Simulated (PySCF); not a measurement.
SMILES Fc1ccccc1[Si](F)(F)F (C6H4F4Si), GFN2-xTB optimised geometry.

```
15

F     -1.69    -1.60     0.00
C     -1.04    -0.41     0.00
C     -1.80     0.75     0.00
C     -1.14     1.96     0.00
C      0.25     2.01     0.00
C      0.98     0.83     0.00
C      0.35    -0.41     0.00
Si     1.31    -2.01     0.00
F      2.87    -1.72    -0.03
F      1.09    -2.93     1.27
F      1.05    -2.96    -1.24
H     -2.87     0.68     0.00
H     -1.71     2.88     0.00
H      0.76     2.96     0.00
H      2.06     0.87     0.00
```

Density from PBE/def2-TZVP (PySCF) at that geometry.

Minimum of the electron density along straight lines between bonded atoms, close to the bond critical point (lines longer than 1.1 times the sum of covalent radii, or with two minima, are not listed):

| bond | length / Å | ρ at the minimum / e bohr⁻³ | ∇²ρ there / e bohr⁻⁵ | position (fraction from the first atom) |
|---|---|---|---|---|
| F1–C2 | 1.347 | (withheld) | (withheld) | 0.66 |
| C2–C3 | 1.381 | 0.324 | -0.95 | 0.52 |
| C3–C4 | 1.384 | 0.317 | -0.91 | 0.50 |
| C4–C5 | 1.386 | 0.318 | -0.91 | 0.50 |
| C5–C6 | 1.383 | 0.319 | -0.92 | 0.50 |
| C2–C7 | 1.392 | 0.316 | -0.89 | 0.52 |
| C6–C7 | 1.396 | 0.307 | -0.85 | 0.50 |
| C7–Si8 | 1.865 | (withheld) | 0.15 | 0.61 |
| Si8–F9 | 1.588 | 0.145 | 1.02 | 0.42 |
| Si8–F10 | 1.585 | 0.146 | 1.03 | 0.42 |
| Si8–F11 | 1.585 | 0.146 | 1.03 | 0.42 |
| C3–H12 | 1.078 | 0.286 | -1.00 | 0.65 |
| C4–H13 | 1.079 | 0.287 | -1.02 | 0.65 |
| C5–H14 | 1.079 | 0.286 | -1.01 | 0.65 |
| C6–H15 | 1.079 | 0.288 | -1.02 | 0.65 |

**Question.** Some entries are withheld; supply them.

**Answer.** 
- F1–C2, ρ at the minimum / e bohr⁻³: 0.265
- F1–C2, ∇²ρ there / e bohr⁻⁵: -0.17
- C7–Si8, ρ at the minimum / e bohr⁻³: 0.127
